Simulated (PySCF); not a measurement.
# Cl (chlorine, neutral) across methods

[Ne] 3s1 3p6, 2S determinant (an excited configuration). All numbers are calculated (PySCF 2.14, no relativity, point nucleus, in aug-cc-pV(D+d)Z (5s4p3d, 32 functions)).

```json
{"method": "r2SCAN", "E (hartree)": "-459.6439", "mean ε 3s α (eV)": "-23.016", "mean ε 3p α (eV)": "-10.213", "mean ε 3p β (eV)": "-8.850", "Σ⟨r²⟩ (bohr²)": "28.39", "⟨S²⟩": "0.758"}
{"method": "PW91", "E (hartree)": "-459.6875", "mean ε 3s α (eV)": "-21.835", "mean ε 3p α (eV)": "-9.676", "mean ε 3p β (eV)": "-8.691", "Σ⟨r²⟩ (bohr²)": "28.41", "⟨S²⟩": "0.753"}
{"method": "UHF", "E (hartree)": "-458.90870", "mean ε 3s α (eV)": "-32.532", "mean ε 3p α (eV)": "-15.681", "mean ε 3p β (eV)": "-11.845", "Σ⟨r²⟩ (bohr²)": "29.07", "⟨S²⟩": "0.778"}
{"method": "LDA", "E (hartree)": "-458.2099", "mean ε 3s α (eV)": "-21.749", "mean ε 3p α (eV)": "-9.695", "mean ε 3p β (eV)": "-8.773", "Σ⟨r²⟩ (bohr²)": "28.48", "⟨S²⟩": "0.753"}
{"method": "PBE", "E (hartree)": "-459.5123", "mean ε 3s α (eV)": "-21.802", "mean ε 3p α (eV)": "-9.639", "mean ε 3p β (eV)": "-8.646", "Σ⟨r²⟩ (bohr²)": "28.44", "⟨S²⟩": "0.753"}
{"method": "MN15", "E (hartree)": "-459.5800", "mean ε 3s α (eV)": "-24.306", "mean ε 3p α (eV)": "-11.796", "mean ε 3p β (eV)": "-10.623", "Σ⟨r²⟩ (bohr²)": "28.11", "⟨S²⟩": "0.752"}
{"method": "PBE0", "E (hartree)": "-459.5209", "mean ε 3s α (eV)": "-24.662", "mean ε 3p α (eV)": "-11.328", "mean ε 3p β (eV)": "-9.750", "Σ⟨r²⟩ (bohr²)": "28.41", "⟨S²⟩": "0.756"}
{"method": "r2SCAN0", "E (hartree)": "-459.6225", "mean ε 3s α (eV)": "-25.470", "mean ε 3p α (eV)": "-11.723", "mean ε 3p β (eV)": "-9.867", "Σ⟨r²⟩ (bohr²)": "28.45", "⟨S²⟩": "0.760"}
{"method": "BHandHLYP", "E (hartree)": "-459.6507", "mean ε 3s α (eV)": "-27.371", "mean ε 3p α (eV)": "-12.862", "mean ε 3p β (eV)": "-10.682", "Σ⟨r²⟩ (bohr²)": "28.60", "⟨S²⟩": "0.760"}
```
